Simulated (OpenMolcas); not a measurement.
**4d along the 37-electron sequence**

```json
{"Program": "OpenMolcas", "Method": "RASSCF", "Basis": "ANO-RCC-VTZP", "Scalar Hamiltonian": "DKH2, point nucleus", "Spin-orbit coupling": "RASSI with atomic mean-field integrals over the reference wave functions, term energies averaged over their components"}
```

Active space for each ion: 7 electrons in 8 orbitals (RAS1 4p, at most 2 holes; RAS2 4d).

Computed levels in cm-1 above ²D_3/2:

```json
{"Level": "²D_5/2", "Nb4+": "2069", "Mo5+": "2722", "Tc6+": "3541", "Ru7+": "4460"}
{"Level": "weight of ²D in the lowest level (%)", "Nb4+": "100", "Mo5+": "100", "Tc6+": "100", "Ru7+": "100"}
```

Measured, with the error of the calculation in %. Measured levels: Nb4+ from Moore, Atomic Energy Levels, vol. II, NSRDS-NBS 35 (1971 reprint of NBS Circular 467, 1952); Mo5+ from Sugar and Musgrove, J. Phys. Chem. Ref. Data 17, 155 (1988).

| Level | Nb4+ | Mo5+ |
| --- | --- | --- |
| ²D_5/2 | 1870 (+10.6) | 2584 (+5.3) |

The fine-structure level ²D_5/2 changes by a factor of 2.16 from Nb4+ to Ru7+. Its fourth root runs 6.74, 7.22, 7.71, 8.17, with steps per unit of Z of 0.48, 0.49, 0.46; equal steps would mean a (Z - σ)^4 law with constant σ.

Without dynamic correlation excited terms often stand tens of per cent too high (terms of higher spin than the ground term too low), and those without a measured partner can miss by more than the paired ones. Active for correlation alone: 4p; no level in the range computed is led by a configuration that opens it, so any true level of that kind is missing. Computed and measured levels are paired by configuration, term and J; levels that our copy of the source lacks, or whose pairing is in doubt (as where it misses far off the trend of its configuration), stay unpaired and out of the deviations. Only configurations of the active space appear.
